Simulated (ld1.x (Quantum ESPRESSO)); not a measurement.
**Scattering properties, PAW potential for Ti (Z = 22)**

| Property | Result |
| --- | --- |
| Element | titanium |
| Generator | ld1.x (Quantum ESPRESSO) 7.5 |
| Type | PAW |
| Functional | LDA (PZ) |
| Relativity | scalar-relativistic |
| Frozen core | [Ar] |
| Valence charge | 4 |
| Reference configuration | 3d1 4s0 4p0 (charge +3) |
| Partial waves | 4s (bound, empty): rcut 1.95, rcutus 2.65 bohr; 4s channel at -0.25 Ry: rcut 1.95, rcutus 2.65 bohr; 4p (bound, empty): rcut 2.70, rcutus 2.95 bohr; 4p channel at 2.5 Ry: rcut 2.70, rcutus 2.95 bohr; 3d (bound): rcut 2.10, rcutus 2.25 bohr; 3d channel at 0.25 Ry: rcut 2.10, rcutus 2.25 bohr |
| Local potential | all-electron potential smoothed inside 2.10 bohr (lloc = -1) |
| Core correction | Bessel-smoothed model core inside 1.50 bohr |
| Augmentation charge | BG, radius 1.90 bohr |

The phase is arctan(r·u′/u) with u = r·R(r), unwrapped; energies in Ry, scanned from -5 to 5 Ry. A pole is an energy at which the radial function vanishes at the test radius. The pseudo phase is shifted by a multiple of π to meet the all-electron one at the reference energy, and phase errors are pseudo minus all-electron; the curves can meet again beyond the range given. Levels narrower than the energy grid can be missing from the lists of poles.

```json
{"channel": "s", "radius (bohr)": "3.21", "reference energy (Ry)": "-1.93", "poles, all-electron": "-1.14, 4.33", "poles, pseudo": "-1.14, 4.29", "unbroken range about the reference energy with phases within 0.05 rad": "below 0.3", "phase error 1 Ry above the reference energy (rad)": "-0.000"}
{"channel": "p", "radius (bohr)": "3.21", "reference energy (Ry)": "-1.52", "poles, all-electron": "-0.43", "poles, pseudo": "-0.44, 4.30", "unbroken range about the reference energy with phases within 0.05 rad": "below 4.3", "phase error 1 Ry above the reference energy (rad)": "-0.003"}
{"channel": "d", "radius (bohr)": "3.21", "reference energy (Ry)": "-2.57", "poles, all-electron": "-2.52, 0.77", "poles, pseudo": "-2.52, 0.78", "unbroken range about the reference energy with phases within 0.05 rad": "below -0.9", "phase error 1 Ry above the reference energy (rad)": "+0.009"}
```

Phases in the p channel:

```json
{"E (Ry)": "-5.00", "all-electron": "1.402", "pseudo": "1.392"}
{"E (Ry)": "-4.48", "all-electron": "1.377", "pseudo": "1.374"}
{"E (Ry)": "-3.96", "all-electron": "1.352", "pseudo": "1.349"}
{"E (Ry)": "-3.44", "all-electron": "1.314", "pseudo": "1.312"}
{"E (Ry)": "-2.92", "all-electron": "1.250", "pseudo": "1.248"}
{"E (Ry)": "-2.40", "all-electron": "1.108", "pseudo": "1.105"}
{"E (Ry)": "-1.88", "all-electron": "0.527", "pseudo": "0.524"}
{"E (Ry)": "-1.36", "all-electron": "-1.087", "pseudo": "-1.088"}
{"E (Ry)": "-0.84", "all-electron": "-1.464", "pseudo": "-1.466"}
{"E (Ry)": "-0.32", "all-electron": "-1.591", "pseudo": "-1.594"}
{"E (Ry)": "0.20", "all-electron": "-1.674", "pseudo": "-1.678"}
{"E (Ry)": "0.72", "all-electron": "-1.762", "pseudo": "-1.769"}
{"E (Ry)": "1.24", "all-electron": "-1.912", "pseudo": "-1.923"}
{"E (Ry)": "1.76", "all-electron": "-2.394", "pseudo": "-2.418"}
{"E (Ry)": "2.28", "all-electron": "-3.921", "pseudo": "-3.924"}
{"E (Ry)": "2.80", "all-electron": "-4.415", "pseudo": "-4.417"}
{"E (Ry)": "3.32", "all-electron": "-4.558", "pseudo": "-4.565"}
{"E (Ry)": "3.84", "all-electron": "-4.627", "pseudo": "-4.646"}
{"E (Ry)": "4.36", "all-electron": "-4.671", "pseudo": "-4.723"}
{"E (Ry)": "4.88", "all-electron": "-4.704", "pseudo": "-5.380"}
```
